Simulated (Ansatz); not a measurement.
`OCC1CO1` and `[SiH3]OC1CO1` differ in one atom or group.

Ansatz, PBE0-D4/def2-TZVP geometries, multiplicity 1. Each molecule was computed in one conformer, which needn't be the lowest.

```csv
property,`OCC1CO1`
size of the dipole moment (ωB97M-V/def2-TZVPP) / D,1.95
LUMO energy (PBE/def2-TZVPP) / eV,0.37
HOMO–LUMO gap (PBE/def2-TZVPP) / eV,6.52
HOMO–LUMO gap (ωB97M-V/def2-TZVPP) / eV,13.13
HOMO–LUMO gap (PBE0/def2-TZVPP) / eV,9.15
HOMO energy (B3LYP/def2-TZVPP) / eV,-7.58
```

Q: What does the change do to each property? (An estimate is asked.)

A: Ansatz gave: 
| property | `[SiH3]OC1CO1` | shift |
| --- | --- | --- |
| size of the dipole moment (ωB97M-V/def2-TZVPP) / D | 1.36 | -0.59 |
| LUMO energy (PBE/def2-TZVPP) / eV | -0.41 | -0.78 |
| HOMO–LUMO gap (PBE/def2-TZVPP) / eV | 6.08 | -0.44 |
| HOMO–LUMO gap (ωB97M-V/def2-TZVPP) / eV | 12.44 | -0.69 |
| HOMO–LUMO gap (PBE0/def2-TZVPP) / eV | 8.43 | -0.72 |
| HOMO energy (B3LYP/def2-TZVPP) / eV | -7.75 | -0.17 |

With PBE0 the HOMO falls by 0.14 eV and the LUMO falls by 0.86 eV, so the gap narrows by about 0.72 eV. PBE moves the HOMO by -0.33 eV and ωB97M-V by -0.05 eV. Dipoles are sizes alone; their direction can turn.

B3LYP here is the variant with VWN-RPA as its local correlation; programs differ in this.
